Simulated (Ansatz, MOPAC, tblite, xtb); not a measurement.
Dissociation curve of MgH, doublet.

- GFN1-xTB (xtb)
- GFN2-xTB, 300 K electronic temperature (tblite)
- PM3, unrestricted, heats of formation (MOPAC)
- FCI = full CI/aug-cc-pVTZ, frozen core in Ansatz (a program for electronic structure)

Energies relative to the lowest point of each curve near equilibrium, in kJ/mol; the last columns give the difference from FCI:

| R / Å | GFN1-xTB | GFN2-xTB | PM3 | FCI | GFN1-xTB − FCI | GFN2-xTB − FCI | PM3 − FCI |
|---|---|---|---|---|---|---|---|
| 1.32 | 104.9 | 104.1 | 87.1 | 123.9 | -18.9 | -19.8 | -36.8 |
| 1.38 | 71.4 | 69.9 | 63.7 | 83.6 | -12.2 | -13.7 | -19.9 |
| 1.49 | 33.3 | 31.9 | 28.1 | 34.9 | -1.6 | -3.0 | -6.9 |
| 1.57 | 17.4 | 16.5 | 10.2 | 14.8 | 2.7 | 1.7 | -4.6 |
| 1.62 | 10.8 | 10.2 | 3.3 | 7.1 | 3.8 | 3.1 | -3.7 |
| 1.70 | 4.0 | 3.8 | 0.0 | 0.8 | 3.1 | 2.9 | -0.8 |
| 1.74 | 1.9 | 1.9 | 1.8 | 0.0 | 1.9 | 1.9 | 1.8 |
| 1.77 | 0.9 | 0.9 | 4.6 | 0.2 | 0.7 | 0.7 | 4.4 |
| 1.85 | 0.0 | 0.0 | 17.0 | 3.5 | -3.5 | -3.5 | 13.5 |
| 1.91 | 0.9 | 0.6 | 29.6 | 8.2 | -7.3 | -7.6 | 21.4 |
| 2.00 | 4.3 | 2.8 | 49.3 | 17.6 | -13.3 | -14.7 | 31.8 |
| 2.13 | 12.3 | 7.7 | 72.6 | 34.3 | -21.9 | -26.6 | 38.4 |
| 2.36 | 31.3 | 23.6 | 97.0 | 66.3 | -35.0 | -42.7 | 30.7 |
| 2.61 | 55.0 | 47.1 | 123.3 | 96.4 | -41.4 | -49.3 | 26.9 |
| 2.87 | 80.5 | 75.3 | 149.2 | 116.8 | -36.3 | -41.5 | 32.4 |
| 3.13 | 104.2 | 105.4 | 162.2 | 127.0 | -22.8 | -21.7 | 35.2 |
| 3.48 | 130.4 | 145.7 | 169.3 | 132.2 | -1.8 | 13.6 | 37.1 |
| 3.88 | 151.1 | 187.2 | 173.2 | 133.9 | 17.2 | 53.3 | 39.4 |
| 4.22 | — | — | 175.0 | 134.4 | — | — | 40.6 |
| 4.74 | — | — | 176.3 | 134.7 | — | — | 41.6 |
| 5.22 | — | — | 176.8 | 134.8 | — | — | 41.9 |
| 6.00 | — | — | 177.0 | 135.0 | — | — | 42.0 |
| 6.93 | — | — | 177.1 | 135.0 | — | — | 42.0 |

GFN1-xTB is furthest from FCI at 2.61 (-41.4 kJ/mol, below); its mean absolute difference over the points is 13.6 kJ/mol.

GFN2-xTB is furthest from FCI at 3.88 (53.3 kJ/mol, above); its mean absolute difference over the points is 17.9 kJ/mol.

PM3 is furthest from FCI at 6.00 (42.0 kJ/mol, above); its mean absolute difference over the points is 25.8 kJ/mol.

Dashes: no converged value, or the column stops at the first point that the program doubted or that broke a chosen test of continuity, which isn't proof of a fault.
